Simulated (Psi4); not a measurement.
C2H4NO, charge -1, singlet, at a GFN2-xTB geometry (a gas-phase anion, which may not be bound at this level), atoms displaced at random by about 0.02 Å a coordinate. Base run: B3LYP/3-21G (Psi4 1.11).

The Psi4 input:
```
memory 2 GB

molecule mol {
-1 1
  O     0.426933    1.209739    0.492394
  C     0.144388    0.075680   -0.000470
  N     0.976223   -0.875230   -0.388060
  C    -1.330914   -0.351955   -0.077989
  H    -1.830976    0.386612   -0.703424
  H    -1.449600   -1.309905   -0.525411
  H    -1.778103   -0.284201    0.879839
  H     1.943585   -0.619589   -0.305273
}

set basis 3-21g
set reference rks

optimize('b3lyp')
print_variables()
```

Each row names what was changed in the base input (with any setting that the change needs).

```json
[
 {"change": "base", "ΔE vs base (µEh)": "0.0", "optimiser steps": "8", "core-seconds (rough)": "20"},
 {"change": "opt_coordinates = cartesian", "ΔE vs base (µEh)": "1.4", "optimiser steps": "15", "core-seconds (rough)": "50"},
 {"change": "opt_coordinates = both", "ΔE vs base (µEh)": "1.3", "optimiser steps": "7", "core-seconds (rough)": "20"},
 {"change": "g_convergence = turbomole", "ΔE vs base (µEh)": "0.0", "optimiser steps": "8", "core-seconds (rough)": "30"},
 {"change": "step_type = sd", "ΔE vs base (µEh)": "3.3", "optimiser steps": "18", "core-seconds (rough)": "50"},
 {"change": "g_convergence = gau", "ΔE vs base (µEh)": "0.0", "optimiser steps": "8", "core-seconds (rough)": "20"},
 {"change": "g_convergence = gau_loose", "ΔE vs base (µEh)": "21.4", "optimiser steps": "5", "core-seconds (rough)": "20"}
]
```

A gas-phase anion may not be bound at this level; its values then depend on the basis.
